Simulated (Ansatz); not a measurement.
Basis sets compared for the cluster Tl4H5. The state is a doublet with charge 0. Geometry PBE-D4/def2-SVP. Ansatz on 4 threads of Arm Neoverse V1 on a shared host; times are rough, and most runs start from earlier orbitals.

Cartesian coordinates in Å:
```
Tl -0.931 1.456 2.237
Tl 2.428 -1.462 0.096
Tl 0.359 1.505 -1.487
Tl -1.497 -1.506 -0.304
H -0.073 2.179 0.425
H 0.418 -2.172 0.129
H 1.993 0.388 -0.869
H -1.648 -0.383 1.431
H -1.049 -0.005 -1.659
```

In the def2 sets Tl takes a core potential; there is no spin–orbit coupling. Another isomer (doublet) lies 0.23 eV lower at PBE0-D4/def2-TZVP; other spin states weren't run for this one.

Binding counts from free atoms (Tl doublet, H doublet) in the same basis, without a counterpoise term.

```tsv
level	functions	energy (Eh)	HOMO (eV)	LUMO (eV)	binding per atom (eV)	wall time
PBE-D4/def2-SVP	129	-693.1631	-4.37	-4.00	1.66	4 s
PBE0-D4/def2-SVP	129	-693.0105	-5.09	-3.49	1.60	5.5 s
```

(1) Estimate the rows for PBE-D4/def2-TZVP (with forces), PBE0-D4/def2-TZVP.

## Answers

(1) 
```csv
level,functions,energy (Eh),HOMO (eV),LUMO (eV),binding per atom (eV),wall time
PBE-D4/def2-TZVP (with forces),230,-693.1928,-4.38,-4.01,1.67,8.5 s
PBE0-D4/def2-TZVP,230,-693.0338,-5.11,-3.49,1.61,17 s
```
